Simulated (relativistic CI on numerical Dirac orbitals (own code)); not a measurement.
**Hf: calculation against measurement**

Calculated at this level of theory: Dirac-Coulomb-Breit CI, KLI orbitals optimised for each configuration, model QED (radiative potential, 1s self-energy scaled to tabulated hydrogen-like ionisation energies), valence Slater integrals scaled by 0.85, P86 correlation energy added to each configuration (own radial code, finite nucleus).

Configurations in the expansion (outside the closed core [Xe] 4f14): 5d²6s², 5d6s²6p, 5d²6s6p, 5d³6s, 5d⁴, 5d²6s6d, 5d6s²5f, 5d6s²7p, 5d³6p, 5d6s²7s, 5d6s²8s, 5d²6s7s, 5d6s²6d, 5d6s²7d, 5d6s²8p, 5d6s²9s, 5d6s²5g, 5d6s²6f, 5d³6d, 5d6s²8d, 5d6s²9p, 5d6s²9d, 5d²6s7p, 5d6s6p6d, 5d³7s, 5d²6p7s, 6s²6p6d, 6s²6p², 6s6p³, 6s6p²6d, 5d²6p², 5d6p³, 5d5f6p², 5d6p²7p, 5d6s6p², 5d6p²6d, 6s5f6p², 6s6p²7p, 5d²6d², 5d6p6d², 5d5f6d², 5d6d²7p, 6s²6d², 6s6p6d², 6s6d³, 5d6s6d7s, 6s6p6d7s, 5d6p6d7s, 5d6d²7s, 6s5f6d7s, 6s6d7s7p, 5d²5f², 5d5f²6p, 5d5f³, 5d5f²7p. Double excitations out of closed p, d and f shells are left out; levels of such configurations are missing from the list, as are those of other unlisted configurations, and high levels can miss mixing partners. These lack a partner that the ground configuration has and come out too high: 5d6s²7s, 5d6s²8s, 5d6s²7d, 5d6s²8p, 5d6s²9s.

| Configuration | Term (tabulated) | J | Measured (cm⁻¹) | Computed | Error | Purity (%) |
| --- | --- | --- | --- | --- | --- | --- |
| 5d²6s² | 3F | 2 | 0.0 | 0 | 0 | 84 |
| 5d²6s² | 3F | 3 | 2356.7 | 1815 | -542 | 89 |
| 5d²6s² | 3F | 4 | 4567.6 | 3684 | -884 | 87 |
| 5d²6s² | 3P | 0 | 5521.8 | 5130 | -391 | 78 |
| 5d²6s² | 3P | 1 | 6572.5 | 5829 | -744 | 79 |
| 5d²6s² | 1G | 4 | 10532.5 | 10471 | -61 | 83 |
| 5d6s²6p | 3D° | 1 | 14017.8 | 11670 | -2348 | 66 |
| 5d6s²6p | 3F° | 3 | 14541.7 | 11680 | -2862 | 58 |
| 5d6s²6p | 3D° | 2 | 16163.4 | 13369 | -2794 | 63 |
| 5d6s²6p | 3P° | 1 | 18143.4 | 15191 | -2952 | 67 |
| 5d6s²6p | 3F° | 4 | 18225.0 | 14947 | -3278 | 57 |
| 5d6s²6p | 3P° | 0 | 18270.1 | 15231 | -3039 | 72 |
| 5d²6s² | 1S | 0 | 20328.4 | 20529 | 201 | 80 |
| 5d6s²6p | 1F° | 3 | 23644.7 | 21963 | -1681 | 68 |
| 5d²6s6p | 5D° | 3 | 26305.8 | 23208 | -3097 | 80 |

Measured levels from NIST Handbook of Basic Atomic Spectroscopic Data (Sansonetti and Martin, J. Phys. Chem. Ref. Data 34, 1559 (2005)); pairs were made by configuration, J and term (by order where the table uses no LS term), so strongly mixed levels may be paired wrongly.

Mean error by configuration (cm⁻¹): 5d²6s² -404; 5d6s²6p -2708; 5d²6s6p -3097. Over the excited levels the mean absolute error is 1777 cm⁻¹ (14 of the 28 excited levels that our extract of the source holds in range could be paired, and the others can miss by more), and the median relative error of those above 1,000 cm⁻¹ is 16 %. Some levels of the ground configuration have no partner.
